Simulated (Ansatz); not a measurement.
Frontier orbitals of CH₄OSSn (`[OH][SnH]1[CH2][S]1`).

Cartesian coordinates in Å:
```
O -2.1827 -0.1498 0.3957
Sn -0.4219 -0.7327 -0.2287
C 1.2710 0.4110 0.2673
S 0.7906 0.8762 -1.4764
H -2.2609 0.8084 0.3903
H -0.5728 -2.3481 -0.6761
H 1.1395 1.2129 0.9873
H 2.2373 -0.0778 0.3407
```

The species carries charge 0 and has multiplicity 1. Correlated methods include outer-core shells of Sn, which these sets cover unevenly. Sn takes the def2 core potential. The geometry is a stationary point of PBE0-D4/def2-TZVP. It is one conformer, not always the lowest. Basis def2-TZVPP, Ansatz 0.2.0.

Orbital energies of one run (eV). Highest occupied ones, from the top: -6.84, -6.92, -9.13, -9.34, -10.03, -10.80, -12.44, -12.64, -14.73, -16.99, -21.46, -26.82, -29.00, -29.03. Empty: -1.25, -0.61, 0.06, 0.88, 1.53, 1.91.

Task: Which functional gave them?
A. PBE0
B. PBE
C. B97M-V
D. r2SCANh

Result: A. HOMO energies: PBE0 -6.84, B97M-V -5.94, PBE -5.63, r2SCANh -6.33 eV.
